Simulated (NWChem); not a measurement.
Everything below was run with NWChem. System: fluoroethane (C$_{2}$H$_{5}$F), charge 0, spin multiplicity 1, at a geometry optimised with PBE0/def2-SVP. Level: MP2/6-311G** (spherical d), 3 core orbitals frozen.

Input file:

```
start mol
memory heap 200 mb stack 900 mb global 1100 mb
geometry units angstroms nocenter noautoz
  C     -1.177100     0.266809     0.000000
  C      0.318768     0.447774     0.000000
  F      0.948222    -0.773853     0.000000
  H     -1.683493     1.244029     0.000000
  H     -1.501669    -0.290655    -0.891199
  H     -1.501669    -0.290655     0.891199
  H      0.651412     1.007229     0.892239
  H      0.651412     1.007229    -0.892239
  symmetry group Cs
end
basis spherical
  * library 6-311g**
end
scf
  rhf
  nopen 0
  maxiter 100
  thresh 1e-7
  semidirect memsize 60000000 filesize 0
end
mp2
  freeze core 3
end
task mp2 energy
```

NWChem printed:

```
             Northwest Computational Chemistry Package (NWChem) 7.3.0
             --------------------------------------------------------

                                NWChem Input Module
                                -------------------

 Scaling coordinates for geometry "geometry" by  1.889725989
 (inverse scale =  0.529177249)

 Turning off AUTOSYM since
 SYMMETRY directive was detected!

                             Geometry "geometry" -> ""
                             -------------------------

 Output coordinates in angstroms (scale by  1.889725989 to convert to a.u.)

  No.       Tag          Charge          X              Y              Z
 ---- ---------------- ---------- -------------- -------------- --------------
    1 C                    6.0000    -1.17710000     0.26680900     0.00000000
    2 C                    6.0000     0.31876800     0.44777400     0.00000000
    3 F                    9.0000     0.94822200    -0.77385300     0.00000000
    4 H                    1.0000    -1.68349300     1.24402900     0.00000000
    5 H                    1.0000    -1.50166900    -0.29065500    -0.89119900
    6 H                    1.0000    -1.50166900    -0.29065500     0.89119900
    7 H                    1.0000     0.65141200     1.00722900     0.89223900
    8 H                    1.0000     0.65141200     1.00722900    -0.89223900

 Effective nuclear repulsion energy (a.u.)      79.3992749377

            Nuclear Dipole moment (a.u.)
            ----------------------------
        X                 Y               Z
 ---------------- ---------------- ----------------
    -0.0000018897    -0.0000037795     0.0000000000

      Symmetry information
      --------------------

 Group name             Cs
 Group number              2
 Group order               2
 No. of unique centers     6

      Symmetry unique atoms

     1    2    3    4    5    7


 Summary of "ao basis" -> "" (spherical)
 ------------------------------------------------------------------------------
       Tag                 Description            Shells   Functions and Types
 ---------------- ------------------------------  ------  ---------------------
 *                          6-311g**                  on all atoms

 Summary of "ao basis" -> "ao basis" (spherical)
 ------------------------------------------------------------------------------
       Tag                 Description            Shells   Functions and Types
 ---------------- ------------------------------  ------  ---------------------
 C                          6-311g**                 8       18   4s3p1d
 F                          6-311g**                 8       18   4s3p1d
 H                          6-311g**                 4        6   3s1p

                                 NWChem SCF Module
                                 -----------------

  ao basis        = "ao basis"
  functions       =    84
  atoms           =     8
  closed shells   =    13
  open shells     =     0
  charge          =   0.00
  wavefunction    = RHF
  use symmetry    = T
  symmetry adapt  = T

 Summary of "ao basis" -> "ao basis" (spherical)
 ------------------------------------------------------------------------------
       Tag                 Description            Shells   Functions and Types
 ---------------- ------------------------------  ------  ---------------------
 C                          6-311g**                 8       18   4s3p1d
 F                          6-311g**                 8       18   4s3p1d
[...]
    81     -0.794916  8 H  s                 63     -0.540348  5 H  s
    69     -0.540348  6 H  s                 11     -0.373194  1 C  px
    30      0.340885  2 C  py                29      0.242883  2 C  px

 Vector   15  Occ=0.000000D+00  E= 1.922611D-01  Symmetry=a'
              MO Center= -4.9D-01,  4.2D-01, -4.9D-16, r^2= 7.4D+00
   Bfn.  Coefficient  Atom+Function         Bfn.  Coefficient  Atom+Function
  ----- ------------  ---------------      ----- ------------  ---------------
    10      1.501440  1 C  s                 28     -1.375984  2 C  s
    75      1.039015  7 H  s                 81      1.039015  8 H  s
    63     -0.976648  5 H  s                 69     -0.976648  6 H  s
    30     -0.347672  2 C  py                57     -0.333742  4 H  s
    12     -0.241589  1 C  py

 Vector   16  Occ=0.000000D+00  E= 1.994791D-01  Symmetry=a"
              MO Center= -1.5D-01,  5.7D-01, -4.9D-16, r^2= 7.0D+00
   Bfn.  Coefficient  Atom+Function         Bfn.  Coefficient  Atom+Function
  ----- ------------  ---------------      ----- ------------  ---------------
    75      1.386782  7 H  s                 81     -1.386782  8 H  s
    63     -1.069898  5 H  s                 69      1.069898  6 H  s
    31     -0.826425  2 C  pz                13     -0.546708  1 C  pz

 center of mass
 --------------
 x =   0.16932211 y =  -0.13488582 z =   0.00000000

 moments of inertia (a.u.)
 ------------------
          76.324783304353          55.700835407091           0.000000000000
          55.700835407091         164.286432226685           0.000000000000
           0.000000000000           0.000000000000         217.716830937325

  Mulliken analysis of the total density
  --------------------------------------

    Atom       Charge   Shell Charges
 -----------   ------   -------------------------------------------------------
    1 C    6     6.29   1.10  0.89  0.59  0.71  1.57  0.48  0.87  0.06
    2 C    6     5.79   1.10  0.89  0.55  0.74  1.50  0.35  0.53  0.12
    3 F    9     9.36   1.08  0.92  1.14  1.08  2.41  0.89  1.83  0.00
    4 H    1     0.91   0.26  0.52  0.10  0.02
    5 H    1     0.90   0.26  0.52  0.10  0.02
    6 H    1     0.90   0.26  0.52  0.10  0.02
    7 H    1     0.93   0.27  0.55  0.09  0.02
    8 H    1     0.93   0.27  0.55  0.09  0.02

       Multipole analysis of the density wrt the origin
       ------------------------------------------------

     L   x y z        total         open         nuclear
     -   - - -        -----         ----         -------
     0   0 0 0      0.000000      0.000000     26.000000

     1   1 0 0     -0.432967      0.000000     -0.000002
     1   0 1 0      0.687741      0.000000     -0.000004
     1   0 0 1      0.000000      0.000000      0.000000

     2   2 0 0    -14.779426      0.000000     90.019506
     2   1 1 0      1.076618      0.000000    -26.929917
     2   1 0 1      0.000000      0.000000      0.000000
     2   0 2 0    -14.321196      0.000000     38.443783
     2   0 1 1      0.000000      0.000000      0.000000
     2   0 0 2    -13.499853      0.000000     11.358313

                   NWChem MP2 Semi-direct Energy/Gradient Module
                   ---------------------------------------------

  Basis functions       =     84
  Molecular orbitals    =     84
  Frozen core           =      3
  Frozen virtuals       =      0
  Active alpha occupied =     10
  Active beta occupied  =     10
  Active alpha virtual  =     71
  Active beta virtual   =     71
  Use MO symmetry       = T
  Use skeleton AO sym   = T

  AO/Fock/Back tols     =   1.0D-09  1.0D-09  1.0D-09

 GA uses MA = F    GA memory limited = T

 Available:
  local mem=  1.26D+08
 global mem=  1.44D+08
 local disk=  0.00D+00
  mp2_memr nvloc                    71
  nvloc new                    71
   1 passes of  10:        3145728                      32499                   8548049.
   1 passes of  10: M    126153429           G      144165088           F     123007701.

 Semi-direct pass number   1 of   1  for RHF alpha+beta  at        1.1s
  vrange nnbf                  3536
  mp2_eaftype                    32  avail_ma_in_mb                  1099
 EAF : mp2_eaftype filesize          32    4274024.
  mp2_eaf for mointskh                     32
Node 0 wrote     20.1 Mb in      0.0 s     Agg I/O rate:   685.3 Mb/s
 Done moints_semi at        2.8s
  mp2_eaftype                    32  avail_ma_in_mb                  1067
 EAF : mp2_eaftype filesize          32    4274024.
  mp2_eaf for kh                    32
 Done maket at        2.9s
 Done multipass loop at        2.9s

          -------------------------------------------
          SCF energy                -178.128778340362
          Correlation energy          -0.510153231975
          Singlet pairs               -0.327859994917
          Triplet pairs               -0.182293237057
          Total MP2 energy          -178.638931572337
          -------------------------------------------

          ---------------------------------------------------
                    Spin Component Scaled (SCS) MP2
          Same spin pairs                     -0.121528824705
          Same spin scaling factor             0.333333333333
          Opposite spin pairs                 -0.388624407270
          Opposite spin scaling fact.          1.200000000000
          SCS-MP2 correlation energy          -0.506858896959
          Total SCS-MP2 energy              -178.635637237321
          ---------------------------------------------------

 -----------------------
 Performance information
 -----------------------

 Timer overhead =  1.25D-07 seconds/call

               Nr. of calls         CPU time (s)                 Wall time (s)                GFlops
             ---------------    -------------------     ------------------------------   -------------------
Name         Min   Avg   Max    Min     Avg     Max     Min     Avg     Max   Mx/calls   Min     Max     Sum
mp2: moin     1     1     1    1.7     1.7     1.7      1.7     1.7     1.7     1.7      0.0     0.0     0.0
mp2: make     1     1     1   0.13    0.13    0.13     0.13    0.13    0.13    0.13      0.0     0.0     0.0
mp2: tota     1     1     1    1.8     1.8     1.8      1.8     1.8     1.8     1.8      0.0     0.0     0.0

 The average no. of pstat calls per process was 3.00D+00
 with a timing overhead of 3.74D-07s

 Task  times  cpu:        2.9s     wall:        2.9s

 Total times  cpu:        2.9s     wall:        2.9s
```
